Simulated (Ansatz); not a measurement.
C$_{9}$H$_{20}$ (`CCC(CC)(CC)CC`), relaxed with RKS PBE0-D4/def2-TZVP in the Gaussian-basis code of Ansatz from a PBE-D4/def2-SVP geometry. The force threshold is 0.005 eV/Å; the program also tests the step.

Charge 0, multiplicity 1.

Start:

```xyz
29

C     0.291   -2.530    0.647
C     0.742   -1.080    0.833
C     0.000    0.000    0.000
C     0.137   -0.281   -1.521
C     1.555   -0.328   -2.092
C     0.641    1.366    0.372
C     0.081    2.607   -0.326
C    -1.521   -0.003    0.318
C    -1.926    0.250    1.770
H    -0.774   -2.676    0.920
H     0.888   -3.211    1.287
H     0.415   -2.877   -0.400
H     1.828   -1.005    0.608
H     0.658   -0.808    1.907
H    -0.378   -1.241   -1.743
H    -0.451    0.487   -2.069
H     2.095    0.631   -1.955
H     2.170   -1.124   -1.624
H     1.531   -0.535   -3.182
H     1.733    1.300    0.176
H     0.559    1.498    1.472
H    -0.997    2.757   -0.114
H     0.610    3.520    0.016
H     0.198    2.557   -1.428
H    -1.941   -0.977   -0.013
H    -2.012    0.752   -0.334
H    -1.584    1.240    2.136
H    -3.030    0.227    1.879
H    -1.516   -0.516    2.460
```

```csv
step,energy (eV),largest force (eV/Å),largest move (Å)
1,-9652.1219,0.506,0.000
2,-9652.2268,0.157,0.036
3,-9652.2357,0.038,0.010
4,-9652.2362,0.014,0.004
5,-9652.2363,0.002,0.002
```

End:

```xyz
29

C     0.282   -2.506    0.635
C     0.736   -1.069    0.825
C     0.000    0.000    0.000
C     0.134   -0.278   -1.506
C     1.545   -0.324   -2.067
C     0.636    1.351    0.369
C     0.074    2.579   -0.326
C    -1.506   -0.003    0.312
C    -1.901    0.250    1.757
H    -0.767   -2.644    0.905
H     0.870   -3.178    1.266
H     0.405   -2.842   -0.397
H     1.805   -0.998    0.600
H     0.649   -0.803    1.884
H    -0.369   -1.226   -1.725
H    -0.441    0.481   -2.047
H     2.073    0.623   -1.927
H     2.146   -1.109   -1.601
H     1.523   -0.527   -3.140
H     1.711    1.288    0.172
H     0.553    1.483    1.453
H    -0.988    2.722   -0.112
H     0.595    3.479    0.010
H     0.188    2.525   -1.411
H    -1.919   -0.965   -0.008
H    -1.990    0.742   -0.328
H    -1.563    1.227    2.110
H    -2.988    0.226    1.864
H    -1.493   -0.505    2.433
```

Hardware: 5 threads of an AMD EPYC 7R13 on a shared host and a share of an NVIDIA H100 80 GB. Wall time 19 s, peak host memory 1 GiB.
